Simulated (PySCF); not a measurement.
ClLi, singlet, geometry from GFN2-xTB (such geometries of metal compounds can be far from the true shape). Base run: HF/cc-pVTZ run with PySCF.

PySCF was given this input:
```python
from pyscf import gto, scf

mol = gto.Mole()
mol.atom = '''
    Li   -0.000000   -0.000000   -1.663114
    Cl    0.000000    0.000000    0.293491
'''
mol.basis = 'cc-pvtz'
mol.charge = 0
mol.spin = 0
mol.verbose = 4
mol.symmetry = True
mol.build()

mf = scf.RHF(mol)
mf.kernel()
mf.analyze()
```

The base run was repeated with changes; each row names its change, and settings that it needs were set with it.

```tsv
change	ΔE vs base (mEh)	point group used	SCF cycles
base	0.000	Coov	9
symmetry = off	0.000	C1	9
symmetry_subgroup = C2v	0.000	C2v	9
```
